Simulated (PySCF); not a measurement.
Peak assignment

Geometry:
```json
{"atom": "C1", "x (Å)": "-3.342", "y (Å)": "-0.363", "z (Å)": "-0.139"}
{"atom": "C2", "x (Å)": "-2.062", "y (Å)": "0.391", "z (Å)": "-0.299"}
{"atom": "C3", "x (Å)": "-2.130", "y (Å)": "1.783", "z (Å)": "0.040"}
{"atom": "N4", "x (Å)": "-2.161", "y (Å)": "2.897", "z (Å)": "0.305"}
{"atom": "N5", "x (Å)": "-1.004", "y (Å)": "-0.160", "z (Å)": "-0.702"}
{"atom": "Si6", "x (Å)": "0.598", "y (Å)": "0.340", "z (Å)": "-1.060"}
{"atom": "C7", "x (Å)": "1.639", "y (Å)": "-0.871", "z (Å)": "-0.004"}
{"atom": "C8", "x (Å)": "3.024", "y (Å)": "-0.760", "z (Å)": "-0.505"}
{"atom": "O9", "x (Å)": "3.509", "y (Å)": "-1.402", "z (Å)": "-1.401"}
{"atom": "O10", "x (Å)": "3.713", "y (Å)": "0.217", "z (Å)": "0.118"}
{"atom": "H11", "x (Å)": "-3.672", "y (Å)": "-0.319", "z (Å)": "0.899"}
{"atom": "H12", "x (Å)": "-3.198", "y (Å)": "-1.397", "z (Å)": "-0.438"}
{"atom": "H13", "x (Å)": "-4.118", "y (Å)": "0.096", "z (Å)": "-0.751"}
{"atom": "H14", "x (Å)": "1.018", "y (Å)": "1.711", "z (Å)": "-0.759"}
{"atom": "H15", "x (Å)": "0.702", "y (Å)": "0.031", "z (Å)": "-2.483"}
{"atom": "H16", "x (Å)": "1.599", "y (Å)": "-0.595", "z (Å)": "1.046"}
{"atom": "H17", "x (Å)": "1.275", "y (Å)": "-1.884", "z (Å)": "-0.143"}
{"atom": "H18", "x (Å)": "4.601", "y (Å)": "0.291", "z (Å)": "-0.264"}
```

[PySCF 2.14: NMR shieldings at PBE0/pcSseg-1/GIAO; GFN2-xTB structure; one conformer; one averaged value for each set of equivalent atoms; gas phase; relativity neglected]

Shifts are taken against calculated references (same method and geometry level): 13C, 1H against TMS.

**Question.** Assign these signals to the numbered atoms. 13C{1H} NMR (computed): δ 175.9 (C), 158.4 (C), 115.9 (C), 35.5 (CH3), 25.1 (CH2).

**Answer.** 
| δ (ppm) | atoms | environment | reason |
| --- | --- | --- | --- |
| 175.9 | C8 | carboxylic acid carbon | lone-pair donation from the attached heteroatom keeps it upfield of a ketone carbonyl |
| 158.4 | C2 | C=N carbon | – |
| 115.9 | C3 | nitrile carbon | C≡N carbons fall here, among the sp2 signals but without a proton |
| 35.5 | C1 | methyl carbon | a saturated carbon with 1 carbon neighbour and no heteroatom attached |
| 25.1 | C7 | sp3 CH2 bonded to Si, α to a carbonyl | α to the electron-withdrawing carbonyl group |

**Question.** Assign these signals to the numbered atoms. 1H NMR (300 MHz, computed): δ 5.93 (br s, 1H), 5.38 (t, 2H), 2.54 (s, 3H), 2.43 (t, 2H).

**Answer.** 
| δ (ppm) | atoms | environment | reason |
| --- | --- | --- | --- |
| 5.93 | H18 | hydrogen on an acid hydroxyl oxygen | labile proton, position sensitive to the medium |
| 5.38 | H14/H15 | hydrogen on a silicon bonded to C, N | – |
| 2.54 | H11/H12/H13 | hydrogen on a methyl carbon | – |
| 2.43 | H16/H17 | hydrogen on an sp3 CH2 bonded to Si, α to a carbonyl | α to C=O |

H11/H12/H13 and H16/H17 lie closer than the usual error of such a calculation, so a measured spectrum could show them in the other order.

Exchangeable OH/NH protons stand at their gas-phase positions; hydrogen bonding in a real sample shifts them, mostly to higher δ. Shifts are as computed. Against solution values, carbons near 30 ppm lie about +3 ppm off and those near 130 ppm about +5 ppm. Of 1211 compounds with measured shifts, 218 miss one by over three times the rms of a fit or turn the order of signals round; such compounds aren't used in these exercises. Hydrogen bonding in solution deshields acid and N–H amide carbonyl carbons by as much as 10 ppm beyond these values. No couplings were computed; multiplicities are counted from neighbouring protons, with m where these are inequivalent, close in shift, in a saturated or five-membered ring or joined by F or P, and br s for small geminal =CH2 splittings.
